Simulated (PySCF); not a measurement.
Work out the structure from these simulated measurements.

Elements present: C, H, N, O and Si. Monoisotopic mass: 103.0453 u.

* Rotational structure: rotational constants A, B, C: 8.380, 1.149, 1.066 GHz [GFN2-xTB]
* 1H NMR: chemical shifts (computed TMS as zero) by class: 10.68 (1 H), 8.19 (1 H), 4.93 (3 H), 3.91 (2 H), 2.16 (2 H) ppm [GIAO PBE0/pcSseg-1]
* UV, first state: lowest singlet excitation: 5.24 eV (237 nm, f = 0.002) [TDDFT wB97X-D/def2-SVPD]
* Dipole: 2.96 D [wB97X-D/def2-SVPD]
* 13C NMR: chemical shifts (computed TMS as zero) by class: 175.7 (1 C), 66.3 (1 C), 49.6 (1 C) ppm [GIAO PBE0/pcSseg-1]
* NMR, other nuclei: isotropic shieldings of nuclei other than C and H, by class: -94 (1 N), 321 (1 O), 385 (1 Si) ppm [GIAO PBE0/pcSseg-1]
* Triplet: lowest triplet excitation (Tamm–Dancoff): 4.48 eV [TDA wB97X-D/def2-SVPD]
* UV, strongest line: among the 8 lowest singlet transitions: S7 at 8.29 eV (150 nm, f = 0.164) [TDDFT wB97X-D/def2-SVPD]

The electronic properties come from PySCF, for the isolated species, density fitting. Levels stand in brackets. One conformer (not necessarily the lowest) at the GFN2-xTB geometry, without solvent, vibrations or thermal averaging. NMR classes are plain means over equivalent atoms (diastereotopic ones count apart unless rotation or inversion swaps them), as if these changed places fast.

Question: Which formula fits the mass and the elements?

Answer: C3H9NOSi (calculated 103.0453). No other formula that holds each of these elements comes within 0.0003 u with a fitting electron parity and a possible valence count.

Question: Propose a structure and show how it fits.

Answer: Numbering: `[H]/[N:1]=[CH:2]\[CH2:3][CH2:4][O:5][SiH3:6]`. Its formula, C3H9NOSi, gives 1 degree of unsaturation: 0 rings and 1 π bond in the structure found. 3 carbons fall into 3 classes; from least to most shielded: imine carbon [C2] (175.7 ppm), sp3 carbon bound to oxygen [C4] (66.3 ppm), chain CH2 carbon [C3] (49.6 ppm). Hydrogen classes from least to most shielded: 1 H on an imine nitrogen, N1 (10.68 ppm), 1 H on an imine carbon, C2 (8.19 ppm), 3 H on an oxygen-bound silicon, Si6 (4.93 ppm), 2 H on an sp3 carbon bound to oxygen, C4 (3.91 ppm), 2 H on a chain CH2 carbon, C3 (2.16 ppm, a mean of values up to 1.3 ppm apart in this geometry). The other shieldings belong to: -94 ppm, imine nitrogen [N1]; 321 ppm, silyl ether oxygen [O5]; 385 ppm, oxygen-bound silicon [Si6]. The optimised geometry has point group C1 and is an asymmetric top. Structure: `[H]/N=C\CCO[SiH3]`. Computed isomers that give other values at the same levels: `CN(C)[SiH2]C=O` (13C chemical shifts (computed TMS as zero) by class: 250.1 (1 C), 41.9 (2 C) ppm); `CN(C)C(=O)[SiH3]` (13C chemical shifts (computed TMS as zero) by class: 180.1 (1 C), 39.5 (1 C), 31.3 (1 C) ppm); `N[Si@H]1CCCO1` (13C chemical shifts (computed TMS as zero) by class: 71.1 (1 C), 28.3 (1 C), 15.8 (1 C) ppm). The assignments are read from this structure; whether some other isomer fits the data as well wasn't checked.

The values belong to the conformer `[H]/[N:1]=[CH:2]\[CH2:3][CH2:4][O:5][SiH3:6]`: N1–C2–C3–C4 128°, C2–C3–C4–O5 64°, C3–C4–O5–Si6 -175°.
